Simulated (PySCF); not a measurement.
Here is a computed PBE0-D3(BJ)/def2-SVP geometry (Å):
```
atom  x, y, z in Å
F1    -1.5199    1.4446    1.6879
C2    -1.1372    1.8245    0.4241
C3    -0.8577    0.5962   -0.4203
C4    -2.0523   -0.2977   -0.6031
C5    -1.8335   -1.5379   -0.1639
C6    -0.4545   -1.7114    0.3932
C7     0.2012   -0.3342    0.2243
O8     1.3532   -0.4927   -0.6162
C9     2.3344    0.3965   -0.4841
F10    2.8406    0.4263    0.7539
F11    1.9357    1.6532   -0.7556
F12    3.3020    0.0842   -1.3242
H13   -1.9451    2.4312   -0.0195
H14   -0.2321    2.4495    0.5061
H15   -0.4785    0.9521   -1.3944
H16   -2.9839    0.0565   -1.0515
H17   -2.5619   -2.3513   -0.1985
H18   -0.4694   -2.0315    1.4480
H19    0.1321   -2.4654   -0.1572
H20    0.5338    0.0642    1.1940
```

Charge 0, singlet.

Q: Which heavy atoms are bonded, and with what formal order?

A: F1–C2 1.37 Å (single); C2–C3 1.52 Å (single); C3–C4 1.50 Å (single); C4–C5 1.33 Å (double); C5–C6 1.50 Å (single); C6–C7 1.53 Å (single); C7–O8 1.43 Å (single); O8–C9 1.33 Å (single); C9–F10 1.34 Å (single); C9–F11 1.35 Å (single); C9–F12 1.32 Å (single); C3–C7 1.55 Å (single). Bonds to hydrogen (Å): C2–H13 1.10; C2–H14 1.10; C3–H15 1.10; C4–H16 1.09; C5–H17 1.09; C6–H18 1.10; C6–H19 1.10; C7–H20 1.10.

Q: Write the SMILES.

A: `FC[C@@H]1C=CC[C@H]1OC(F)(F)F`, C7H8F4O. Among its features: C=C double bond, ether, CF3 group and C–F bond.

Q: Name the point group.

A: C1 (no symmetry element, even within 0.4 Å).

Q: Which rings does it hold (smallest set)?

A: C3–C4–C5–C6–C7 (5 members, 0.00 Å rms from planarity).

Q: Describe the place of each heavy atom.

A: F1: alkyl fluorine; C2: sp3 C–F carbon; C3: allylic carbon; C4: alkene CH carbon; C5: alkene CH carbon; C6: allylic carbon; C7: sp3 carbon bound to oxygen; O8: ether oxygen; C9: CF3 carbon; F10/F11/F12: fluorine of a CF3 group.

Q: What is the arrangement about C3?

A: It has 4 neighbours (C2, C4, C7, H15) and is distorted tetrahedral (angles from 103.7° to 113.8°).

Q: What is the arrangement about C6?

A: It has 4 neighbours (C5, C7, H18, H19) and is distorted tetrahedral (angles from 104.4° to 112.6°).
